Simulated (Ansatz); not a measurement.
`[NH2][Zr]([Cl])([Cl])[Cl]` + H–F → `[NH2][Zr]([F])([Cl])[Cl]` + HCl at 500 K and 1 bar (ligand exchange at a Zr–Cl bond).

Gas-phase electronic energies from Ansatz, PBE0-D4/def2-TZVP geometries. CCSD(T)/CBS is the MP2 limit (def2-TZVPP, def2-QZVPP) plus CCSD(T) − MP2 in def2-TZVPP, frozen cores. This one scheme is used for every species. def2 core potentials past Kr. For Zr outer-core shells are correlated without core-valence functions, which leaves a few kJ/mol of doubt a bond. Each species was taken in one conformer, which may not be the lowest.

```csv
species,CCSD(T)/CBS energy (Eh),H − E (kJ/mol),S (J/(mol·K))
`[NH2][Zr]([Cl])([Cl])[Cl]`,-1482.50761,123.1,473.4
H–F,-100.39570,39.4,188.7
`[NH2][Zr]([F])([Cl])[Cl]`,-1122.52613,124.0,448.1
HCl,-460.38127,32.5,201.9
```

H − E and S are ideal-gas, rigid-rotor, harmonic terms from PBE0-D4/def2-TZVP, for one conformer and one mirror image of each species. 1 Eh = 2625.50 kJ/mol, R = 8.31446 J/(mol·K).

By hand: ΔE, ΔH, ΔS and ΔG.

ΔE = (-1122.52613) + (-460.38127) − (-1482.50761) − (-100.39570) = -0.00409 Eh = -10.7 kJ/mol. Δ(H − E) = 124.0 + 32.5 − 123.1 − 39.4 = -6.0, so ΔH = -16.7 kJ/mol. ΔS = 448.1 + 201.9 − 473.4 − 188.7 = -12.1 J/(mol·K). ΔG = -16.7 − 500 × (-12.1)/1000 = -10.6 kJ/mol.

By hand: the equilibrium constant, and the temperature at which ΔG would vanish if ΔH and ΔS stayed fixed.

log₁₀ K = −ΔG/(RT ln 10) = 1.1. ΔG = 0 at ΔH/ΔS = 1380 K, though so small a ΔS makes that figure unsure.

TΔS isn't small against ΔH here. A doubt of 5 kJ/mol in ΔE shifts log₁₀ K by 0.5 here. Other conformers and mirror images would add mixing entropy, several J/(mol·K) or more a flexible species. Modes under 60 cm⁻¹, often nearly free rotors, make the harmonic entropy too high. These are equilibria of isolated gas molecules and say nothing of rates. Largest T1 diagnostic: 0.016 (customary marks: 0.02 for closed shells, 0.045 for open ones).
